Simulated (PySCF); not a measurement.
C3H2FN3.
Atom-mapped SMILES: `[F:1][c:2]1[cH:3][n:4][n:5][n:6][cH:7]1`

Definitions: NICS(0) = −σiso at the ring centroid; NICS(1) = −σiso and NICS(1)zz = −σzz at ±1 Å along the ring normal z. Level: GIAO PBE0/pcSseg-1 (PySCF, non-relativistic, gas phase) on the PBE0-D3(BJ)/def2-SVP geometry, one conformer.

Ring bond lengths (Å), with Mayer bond orders in brackets: C2–C3 1.385 (1.33), C3–N4 1.331 (1.43), N4–N5 1.308 (1.35), N5–N6 1.309 (1.35), N6–C7 1.331 (1.43), C7–C2 1.385 (1.33).

Problem. Give the NICS values of each ring in ppm.

Solution. 
```tsv
ring	type	NICS(0)	NICS(1), two faces	NICS(1)zz, two faces	rms pucker (Å)	centre to ring atoms, mean (Å)
C2–C3–N4–N5–N6–C7	6-membered ring with 3 N; formal bonds all aromatic	-6.5	-11.8 / -11.8	-28.9 / -28.9	0.00	1.34
```

Problem. What do they say, and how far can they be read as aromaticity?

Solution. 
- C2–C3–N4–N5–N6–C7: mean NICS(1)zz -28.9 ppm, shielded, aromatic by this magnetic criterion (flat ring, no four-coordinate atom). NICS(0) lies 5 ppm above the mean NICS(1).

Problem. And the bond-length index? HOMA takes Krygowski's 1993 parameters.

Solution. 
- C2–C3–N4–N5–N6–C7: HOMA 1.00; the largest term is that of C2–C3, α(R − Ropt)² = 0.00. The geometric and the magnetic index point the same way.

Problem. How do the values depend on the level or the medium?

Solution. 
| level | NICS(0), C2–C3–N4–N5–N6–C7 | mean NICS(1)zz, C2–C3–N4–N5–N6–C7 |
| --- | --- | --- |
| PBE0/pcSseg-1, gas | -6.5 | -28.9 |
| wB97X-D/pcSseg-2, gas | -6.6 | -29.2 |
| PBE0/pcSseg-1, IEF-PCM dimethylsulfoxide | -6.4 | -28.5 |
| PBE0/pcSseg-1, IEF-PCM methanol | -6.4 | -28.5 |

The geometry is the same throughout; the continuum's cavity takes Bondi-type radii × 1.2.

On AMD EPYC 9R14, one thread, no GPU, on a shared host, this took 7.5 s wall and 0.64 GiB of memory at its peak. This is the whole shielding run at PBE0/pcSseg-1, SCF included.
